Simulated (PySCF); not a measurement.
Si(H)(F)(Cl)(NH2) (ClFH₃NSi), SMILES N[SiH](F)Cl. Geometry optimised at B3LYP-D3(BJ)/def2-SVP. The values are those of a single conformer.

Computed equilibrium geometry at B3LYP-D3(BJ)/def2-SVP (PySCF confirms it by a frequency run) as bond lengths and angles (one conformer of several):
Atoms: Si1 N2 F3 Cl4 H5 H6 H7. Bond lengths (Å): Si1–N2 1.701, Si1–F3 1.626, Si1–Cl4 2.063, Si1–H5 1.475, N2–H6 1.015, N2–H7 1.015. Angles (°): N2–Si1–F3 114.1, N2–Si1–Cl4 107.9, N2–Si1–H5 110.7, F3–Si1–Cl4 105.6, F3–Si1–H5 106.4, Cl4–Si1–H5 112.1, Si1–N2–H6 121.6, Si1–N2–H7 121.8, H6–N2–H7 112.5.
Charge 0, spin multiplicity 1.
